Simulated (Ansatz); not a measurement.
Ansatz (a quantum-chemistry and plane-wave program) input (RPA@PBE/cc-pV(Q+d)Z):
A basis named .json is the Basis Set Exchange file of that set.

Ansatz 0.2 input:
```yaml
crystal:
  periodic: [false, false, false]
  atoms:
    - {symbol: Si, position_ang: [0.06708357, -0.10995064, -0.06784733]}
    - {symbol: C, position_ang: [-1.79940607, 0.20667418, 0.01284857]}
    - {symbol: O, position_ang: [0.59601424, -1.35201267, -0.84997448]}
    - {symbol: O, position_ang: [0.65193432, 1.36863554, -0.67677319]}
    - {symbol: O, position_ang: [0.49729219, -0.11802575, 1.57954865]}
    - {symbol: H, position_ang: [-2.31260600, -0.63555119, 0.48491456]}
    - {symbol: H, position_ang: [-2.21141503, 0.33725419, -0.99152264]}
    - {symbol: H, position_ang: [-2.02435739, 1.10824031, 0.59146129]}
    - {symbol: H, position_ang: [1.32528174, 1.14452846, -1.32623896]}
    - {symbol: H, position_ang: [1.11843709, -0.84398483, 1.69174908]}
basis:
  gaussian:
    orbitals: cc-pV_Q+d_Z.json
hamiltonian:
  xc: pbe
total_charge: -1
magnetization: {spin_polarized: false}
correlation: {method: rpa, electrons: outside_noble_gas}
```

Output:

```
Functional definition: PBE
integrals: 2.49 GiB planned
2595 factors; integrals over basis functions are off by at most 1.0e-3 eV
0.55 GiB of the device are held for the grids
3.48 GiB of device memory are held for the factors and their scratch space
mean field: 4.56 GiB planned
mean field evaluation 1: about -15121.4223 eV, gradient 8.5e1 eV
mean field evaluation 2: about -15121.4160 eV, gradient 8.5e1 eV
mean field evaluation 4: about -15126.7787 eV, gradient 6.4e1 eV
mean field evaluation 8: about -15134.6890 eV, gradient 1.0e0 eV
mean field evaluation 16: about -15134.6904 eV, gradient 1.4e-4 eV
mean field evaluation 32: about -15104.8155 eV, gradient 7.9e1 eV
mean field -15134.69037865 eV, -556.1896127538 hartree, gradient 3.5e-6 eV, S^2 0.000000; 1 other end points of the search recorded, 0 dependent functions left out
9 core orbitals not correlated
reference -15090.48133034 eV, -554.5649601944 hartree; 16, 16 occupied and 409, 409 virtual orbitals, 2595 factors
Total energy: -15138.29413233 eV, -556.3220482588 hartree
```

It need not be the lowest isomer of its formula. Whether it binds its extra electron was not tested at this geometry.
